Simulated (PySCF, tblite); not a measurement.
Isomers of C5H11FOS, one GFN2-xTB conformer each. Single-point energies are computed at PBE0/pcSseg-1 (PySCF, gas phase, no added dispersion term), electronic only.

```
        SMILES  GFN2-xTB relative energy (kcal/mol)
C[C@H](O)CCSCF                                  6.8
C[C@H](S)CCOCF                                  0.0
```

Conformers: `[CH3:1][C@H:2]([OH:3])[CH2:4][CH2:5][S:6][CH2:7][F:8]` with C1–C2–O3–H 50°, C1–C2–C4–C5 -178°, C2–C4–C5–S6 180°, C4–C5–S6–C7 70°, C5–S6–C7–F8 -82°; `[CH3:1][C@H:2]([SH:3])[CH2:4][CH2:5][O:6][CH2:7][F:8]` with C1–C2–S3–H -62°, C1–C2–C4–C5 -175°, C2–C4–C5–O6 176°, C4–C5–O6–C7 -176°, C5–O6–C7–F8 -69°.

Task: What does PBE0/pcSseg-1 give for the same structures?

Result: 
```tsv
SMILES	PBE0/pcSseg-1 E (Eh)	PBE0/pcSseg-1 (kcal/mol)	GFN2-xTB (kcal/mol)	point group
C[C@H](S)CCOCF	-769.79248	0.0	0.0	C1
C[C@H](O)CCSCF	-769.79221	0.2	6.8	C1
```

Both levels put the same isomer lowest. As drawn, the lower has an S–H bond, which the higher lacks; the higher has an O–H bond, which the lower lacks. Neighbours under 2.5 kcal/mol apart (C[C@H](S)CCOCF and C[C@H](O)CCSCF) can change places with a better method, another conformer or zero-point energy.

Task: Which frontier levels, dipoles and rotational constants go with these structures?

Result: 
```csv
SMILES,"HOMO (eV, PBE0/pcSseg-1)",LUMO (eV),dipole (D),"A, B, C (MHz)"
C[C@H](S)CCOCF,-6.89,0.58,2.57,"3315, 674.4, 582.3"
C[C@H](O)CCSCF,-6.77,1.01,2.51,"2756, 792.6, 719.4"
```

Task: What happens when harmonic zero-point energies from GFN2-xTB frequencies are added?

Result: 
```
        SMILES  ZPE (kcal/mol)  electronic (kcal/mol)  with ZPE (kcal/mol)
C[C@H](S)CCOCF            95.8                    0.0                  0.0
C[C@H](O)CCSCF            96.9                    0.2                  1.3
```

The zero-point energies span 1.1 kcal/mol. The order is unchanged.

Task: As an exercise, what shares would exp(−E/RT) give at 1000 K from these electronic energies alone (no entropy, no degeneracies)?

Result: RT = 1.987 kcal/mol: C[C@H](S)CCOCF 52.1 %, C[C@H](O)CCSCF 47.9 %.
